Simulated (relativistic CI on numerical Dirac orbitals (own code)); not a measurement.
## Spin-allowed bands of a d8 ion in an octahedral site, by hand

Problem. Take Δ = 12220 cm⁻¹ and B = 940 cm⁻¹ for a d8 ion in an octahedral site. Calculate the three spin-allowed bands.

Working.
1. The terms of highest spin are 3F (energy 0) and 3P (15B = 14100 cm⁻¹). Here the F term splits into A2 at −1.2Δ = -14664, T2 at −0.2Δ = -2444 and T1 at +0.6Δ = 7332 cm⁻¹.
2. The two T1 states mix through the element 0.4Δ: H = [[7332, 4888], [4888, 14100]], with roots ½(H₁₁ + H₂₂) ∓ ½√[(H₂₂ − H₁₁)² + 4H₁₂²] = ½(21432) ∓ ½(11890) = 4771 and 16661 cm⁻¹.
3. The ground term is 3A2 at -14664 cm⁻¹.
4. Bands: 3T2 12220 cm⁻¹ (818 nm), 3T1(F) 19435 cm⁻¹ (515 nm), 3T1(P) 31325 cm⁻¹ (319 nm).

Check. Exact diagonalisation of the whole d8 shell with these parameters gives 3T2 12220, 3T1 19435, 3T1 31325 cm⁻¹. The match is exact, since without spin-orbit coupling no other term has this spin. The ratio of the second band to the first, 1.590, depends on Δ/B = 13.0 alone, which is how a Tanabe-Sugano diagram is read.
